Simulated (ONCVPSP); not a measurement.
# PBEsol ONCV dataset for Te (Z = 52), scalar-relativistic all-electron reference.

Input for ONCVPSP 4.0.1:

```
# ATOM AND REFERENCE CONFIGURATION
# atsym  z   nc   nv     iexc    psfile
  Te 52.00    8    3  -116133      upf
#
#   n    l    f
    1    0    2.00
    2    0    2.00
    2    1    6.00
    3    0    2.00
    3    1    6.00
    3    2   10.00
    4    0    2.00
    4    1    6.00
    4    2   10.00
    5    0    1.75
    5    1    4.25
#
# PSEUDOPOTENTIAL AND OPTIMIZATION
# lmax
    2
#
#   l,   rc,      ep,       ncon, nbas, qcut
    0    1.95    0.00    4    8    3.50
    1    2.20    0.00    3    7    4.30
    2    1.55    0.00    4    8    9.80
#
# LOCAL POTENTIAL
# lloc, lpopt,  rc(5),   dvloc0
    4    3    1.30    4.00
#
# VANDERBILT-KLEINMAN-BYLANDER PROJECTORs
# l, nproj, debl
    0    3    3.50
    1    1    3.20
    2    1    2.20
#
# MODEL CORE CHARGE
# icmod, fcfact, rcfact
    1    0.45    0.00
#
# LOG DERIVATIVE ANALYSIS
# epsh1, epsh2, depsh
   -3.00    5.00    0.02
#
# OUTPUT GRID
# rlmax, drl
    6.00    0.01
#
# TEST CONFIGURATIONS
# ncnf
    4
# nvcnf
#   n    l    f
    3
    4    2   10.00
    5    0    2.00
    5    1    4.00
#
    3
    4    2   10.00
    5    0    2.00
    5    1    3.00
#
    3
    4    2   10.00
    5    0    2.00
    5    1    2.00
#
    3
    4    2   10.00
    5    0    0.00
    5    1    6.00
#
```

Command:

```bash
oncvpsp.x < Te.dat > Te.out
```

Output (shortened: citation, most of the input echo, consistency checks and plot data are left out):

```
ONCVPSP  (Optimized Norm-Conservinng Vanderbilt PSeudopotential)
scalar-relativistic version 4.0.1

#   n    l    f        energy (Ha)
    1    0    2.00    -1.1617798E+03
    2    0    2.00    -1.7817938E+02
    2    1    6.00    -1.5997619E+02
    3    0    2.00    -3.5459799E+01
    3    1    6.00    -2.9543666E+01
    3    2   10.00    -2.0592798E+01
    4    0    2.00    -6.0454491E+00
    4    1    6.00    -4.2110757E+00
    4    2   10.00    -1.5408989E+00
    5    0    1.75    -5.6392288E-01
    5    1    4.25    -2.2450837E-01

Reference configufation results
  iterations    25
  all-electron total energy (Ha)   -6.79150072D+03

Begin loop to  construct optimized pseudo wave functions
and semi-local pseudopoentials for all angular momenta

   Wellstate for l =  0  n =  7
     eigenvalue =   2.9361
     asymptotic potential =   3.4361
     half-point radius =  3.3338

   Wellstate for l =  0  n =  8
     eigenvalue =   6.4361
     asymptotic potential =   6.9361
     half-point radius =  3.1427

Calculating optimized projector #   1

 for l=   0

    Fraction of norm inside rc  0.474598
    Optimizing pswf for qcut=   3.50 a_B^-1,  ecut=   6.11 Ha
    Residual kinetic energy error=  3.61D-03 Ha

    Energy error per electron        Cutoff
         Ha          eV             Ha
         0.01000     0.27211        5.05
         0.00100     0.02721       12.97
         0.00010     0.00272       41.45
         0.00001     0.00027       48.62

Calculating optimized projector #   2

 for l=   0

    Fraction of norm inside rc  0.116314
    Optimizing pswf for qcut=   3.50 a_B^-1,  ecut=   6.11 Ha
    Residual kinetic energy error=  9.75D-02 Ha

    Energy error per electron        Cutoff
         Ha          eV             Ha
         0.01000     0.27211       11.95
         0.00100     0.02721       31.45
         0.00010     0.00272       55.40
         0.00001     0.00027       62.20

Calculating optimized projector #   3

 for l=   0

    Fraction of norm inside rc  0.123470
    Optimizing pswf for qcut=   3.50 a_B^-1,  ecut=   6.11 Ha
    Residual kinetic energy error=  5.27D-01 Ha

    Energy error per electron        Cutoff
         Ha          eV             Ha
         0.01000     0.27211       20.26
         0.00100     0.02721       54.30
         0.00010     0.00272       81.00
         0.00001     0.00027      100.50

Calculating optimized projector #   1

 for l=   1

    Fraction of norm inside rc  0.367122
    Optimizing pswf for qcut=   4.30 a_B^-1,  ecut=   9.25 Ha
    Residual kinetic energy error=  5.87D-05 Ha

    Energy error per electron        Cutoff
         Ha          eV             Ha
         0.01000     0.27211        2.45
         0.00100     0.02721        6.66
         0.00010     0.00272        8.98
         0.00001     0.00027       29.38

Calculating optimized projector #   1

 for l=   2

    Fraction of norm inside rc  0.918513
    Optimizing pswf for qcut=   9.80 a_B^-1,  ecut=  48.03 Ha
    Residual kinetic energy error=  5.16D-06 Ha

    Energy error per electron        Cutoff
         Ha          eV             Ha
         0.01000     0.27211       31.88
         0.00100     0.02721       37.79
         0.00010     0.00272       42.59
         0.00001     0.00027       47.29

Construct Vanderbilt / Kleinmman-Bylander projectors

B matrix Hermiticity error, ll=   0
   1   2   -3.1000E-04
   1   3    4.4532E-04
   2   3    2.8551E-04

  Orthonormal projector coefficients  1.2555E+01  4.5441E+00  1.0898E+00

Model core correction analysis
  based on d2Exc/dn_idn_j

d2excae - all-electron derivatives

   -2.454362D-02   -6.417874D-03   -3.068483D-03
   -6.551235D-03   -1.755523D-02   -1.043603D-02
   -3.227616D-03   -1.106768D-02   -7.003061D-03

d2excps - pseudofunction derivatives with no core correction

   -3.952418D-02   -7.975594D-03   -3.671329D-03
   -8.107763D-03   -1.813756D-02   -1.078819D-02
   -3.829055D-03   -1.141409D-02   -7.115326D-03

rms 2nd derivative error    5.061700E-03

Polynomial model core charge

d2excps - pseudofunction derivatives with core correction

   -2.610297D-02   -6.834090D-03   -3.222601D-03
   -6.967467D-03   -1.749244D-02   -1.050923D-02
   -3.381762D-03   -1.114085D-02   -7.007825D-03

rms 2nd derivative error    5.617670E-04

Pseudoatom total energy  -94.712042

Diagnostic tests using Vanderbilt-Kleinman-Bylander pseudopotentials
  1 or more projectors used as specified by nproj input data

   l    rcore       rmatch      e in        delta e   norm test  slope test

   0   1.9527258   2.0120148  -0.5639229  -0.0000031   1.0000581   1.0000755
   0   1.9527258   2.0120148   2.9360771   0.0000422   1.0003169   1.0003169
   0   1.9527258   2.0120148   6.4360771   0.0001653   1.0005127   1.0005127

   1   2.2009029   2.2677271  -0.2245084   0.0000149   1.0000136   1.0005308

   2   1.5556719   1.6029055  -1.5408989  -0.0000051   0.9999914   1.0000066

 Testing for bound ghosts
   n   l    E NL Schr. Eq   E Basis Diag.   E Cutoff

   1   0       -0.563926       -0.562991     91.14

   2   1       -0.224493       -0.221112     31.60

   3   2       -1.540904       -1.540884    107.35

 Testing for highly-localized positive-energy ghosts
       l    <radius>/rc     E Basis Diag.   E Cutoff

       0        0.260706        7.851338     91.14  WARNING - GHOST(+)

Test configuration 0

   n   l     f        eae           eps        diff
   1   0  2.0000-1161.77981088
   2   0  2.0000 -178.17938046
   2   1  6.0000 -159.97618502
   3   0  2.0000  -35.45979930
   3   1  6.0000  -29.54366577
   3   2 10.0000  -20.59279811
   4   0  2.0000   -6.04544911
   4   1  6.0000   -4.21107568
   4   2 10.0000   -1.54089890   -1.54090404   -5.13D-06
   5   0  1.7500   -0.56392288   -0.56392598   -3.10D-06
   5   1  4.2500   -0.22450837   -0.22449347    1.49D-05

    Total energies and differences
      AE_ref= -6.79150072D+03  AE_tst= -6.79150072D+03  dif=  0.00D+00
      PS_ref= -9.47120420D+01  PS_tst= -9.47120420D+01  dif= -2.27D-13
      PSP excitation error=  2.27D-13

Test configuration 1

   n   l     f        eae           eps        diff
   1   0  2.0000-1161.76642909
   2   0  2.0000 -178.16619821
   2   1  6.0000 -159.96304840
   3   0  2.0000  -35.44644154
   3   1  6.0000  -29.53031776
   3   2 10.0000  -20.57946403
   4   0  2.0000   -6.03226061
   4   1  6.0000   -4.19798541
   4   2 10.0000   -1.52832897   -1.52824326    8.57D-05
   5   0  2.0000   -0.55683055   -0.55687053   -4.00D-05
   5   1  4.0000   -0.21931859   -0.21935604   -3.75D-05

    Total energies and differences
      AE_ref= -6.79150072D+03  AE_tst= -6.79158533D+03  dif= -8.46D-02
      PS_ref= -9.47120420D+01  PS_tst= -9.47966613D+01  dif= -8.46D-02
      PSP excitation error=  8.98D-06

Test configuration 2

   n   l     f        eae           eps        diff
   1   0  2.0000-1162.10345544
   2   0  2.0000 -178.50159570
   2   1  6.0000 -160.29864347
   3   0  2.0000  -35.78112961
   3   1  6.0000  -29.86502261
   3   2 10.0000  -20.91416121
   4   0  2.0000   -6.36556080
   4   1  6.0000   -4.53111289
   4   2 10.0000   -1.86043417   -1.85736432    3.07D-03
   5   0  2.0000   -0.86388024   -0.86339365    4.87D-04
   5   1  3.0000   -0.50409765   -0.50386796    2.30D-04

    Total energies and differences
      AE_ref= -6.79150072D+03  AE_tst= -6.79122691D+03  dif=  2.74D-01
      PS_ref= -9.47120420D+01  PS_tst= -9.44382288D+01  dif=  2.74D-01
      PSP excitation error=  1.39D-06

Test configuration 3

   n   l     f        eae           eps        diff
   1   0  2.0000-1162.49272578
   2   0  2.0000 -178.88773665
   2   1  6.0000 -160.68514800
   3   0  2.0000  -36.16585717
   3   1  6.0000  -30.24977975
   3   2 10.0000  -21.29891717
   4   0  2.0000   -6.74737322
   4   1  6.0000   -4.91252583
   4   2 10.0000   -2.23979737   -2.23270457    7.09D-03
   5   0  2.0000   -1.20542703   -1.20432602    1.10D-03
   5   1  2.0000   -0.82163710   -0.82120709    4.30D-04

    Total energies and differences
      AE_ref= -6.79150072D+03  AE_tst= -6.79056655D+03  dif=  9.34D-01
      PS_ref= -9.47120420D+01  PS_tst= -9.37780530D+01  dif=  9.34D-01
      PSP excitation error=  1.83D-04

Test configuration 4

   n   l     f        eae           eps        diff
   1   0  2.0000-1161.86946484
   2   0  2.0000 -178.26775672
   2   1  6.0000 -160.06420557
   3   0  2.0000  -35.54951560
   3   1  6.0000  -29.63330900
   3   2 10.0000  -20.68234372
   4   0  2.0000   -6.13398083
   4   1  6.0000   -4.29888673
   4   2 10.0000   -1.62502247   -1.62498335    3.91D-05
   5   1  6.0000   -0.25856894   -0.25806567    5.03D-04

    Total energies and differences
      AE_ref= -6.79150072D+03  AE_tst= -6.79089567D+03  dif=  6.05D-01
      PS_ref= -9.47120420D+01  PS_tst= -9.41069139D+01  dif=  6.05D-01
      PSP excitation error= -7.77D-05
```

The run took about 4.6 s on one core of a shared server CPU.
